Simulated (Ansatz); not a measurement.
`CCCBS` + `CC(O)Cl` → `CCC(O)Cl` + `CCBS`  (formal exchange of groups at a C–C bond)

Gas-phase electronic energies from Ansatz, PBE0-D4/def2-TZVP geometries. CCSD(T)/CBS is the MP2 limit (def2-TZVPP, def2-QZVPP) plus CCSD(T) − MP2 in def2-TZVPP, frozen cores. This one scheme is used for every species. Each species was taken in one conformer, which may not be the lowest.

| species | MP2/def2-TZVPP energy (Eh) |
| --- | --- |
| `CCCBS` | -541.96501 |
| `CC(O)Cl` | -613.86733 |
| `CCC(O)Cl` | -653.09111 |
| `CCBS` | -502.74141 |

(1) Work out ΔE.

Largest T1 diagnostic among the species: 0.012.

## Answers

(1) ΔE = (-653.09111) + (-502.74141) − (-541.96501) − (-613.86733) = -0.00018 Eh = -0.5 kJ/mol. CCSD(T)/CBS gives -1.0 kJ/mol.

In def2-TZVPP, CCSD(T) changes the Hartree–Fock value by +5.9 kJ/mol (the triples alone add +0.9 kJ/mol) and MP2 by +6.2 kJ/mol. The D4 term adds +3.4 kJ/mol with B3LYP and +1.9 kJ/mol with PBE0; it sums over pairs of atoms, weighted by their polarisabilities, and B3LYP, whose exchange is more repulsive, gets the larger term.

B3LYP here is the variant with VWN-RPA as its local correlation; programs differ in this.
